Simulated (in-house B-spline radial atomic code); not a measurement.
## RPA and G0W0 on SCAN: the indium ion In³⁺

Configuration [Kr] 4d10, mean-field start SCAN. Computed with a B-spline radial code for spherical atoms: all electrons, scalar-relativistic (spin-free one-electron X2C), finite nucleus, each spin shell either full or empty, empty states to l = 9 with an (l + 1/2)⁻⁴ tail; G0W0 by contour deformation at full frequency.

Command:
```bash
python run_gw.py task.json out
```
Settings (radii: box in bohr, nucleus in fm):
```
Z                        49
electrons                46
configuration            [Kr] 4d10
hamiltonian              x2c
method                   scan,scan
lmax                     9
rms_radius               4.6156
spin_polarised           False
box_radius               14.14
intervals                68
```

Run time, properties included: 2.3 s on 1 thread of Arm Neoverse V2, on a shared host.

Energies (hartree):

```json
{"term": "mean-field total", "value": "-5879.48126"}
{"term": "Hartree-Fock functional on these orbitals", "value": "-5876.50923"}
{"term": "direct second order", "value": "-4.0486"}
{"term": "second-order exchange", "value": "1.1218"}
{"term": "SOSEX correction", "value": "1.0486"}
```

Question: What is the RPA correlation energy, and what remains with SOSEX?

Answer: RPA gives -3.5786 hartree (-2.12 eV per electron); RPA + SOSEX gives -2.53, and the second-order doubles -2.9269 hartree (no singles). RPA lacks exchange-type terms and so overcorrelates at short range.

Quasi-particle levels (eV):

| level | occupied | mean field | Σx - vxc | Σc | QP weight | G0W0 |
| --- | --- | --- | --- | --- | --- | --- |
| 4d | yes | -48.27 | -8.38 | ? | ? | ? |
| 5s | no | -32.16 | 6.01 | -2.04 | 0.972 | -28.190 |

G0W0 = mean field + (Σx - vxc) + Σc, with Σc (partial-wave tail included) taken at the quasi-particle energy. Only the outer levels were computed. Levels of low weight are left out.

Question: Where does G0W0 put 4d?

Answer: At -56.26 eV, with Σc = 0.39 eV and a quasi-particle weight of 0.935. The tabulated removal energy is 55.45 ± 0.04 eV (NIST, measured); the calculation leaves out spin-orbit coupling, Breit and QED terms, and what these don't explain is the method's own error.
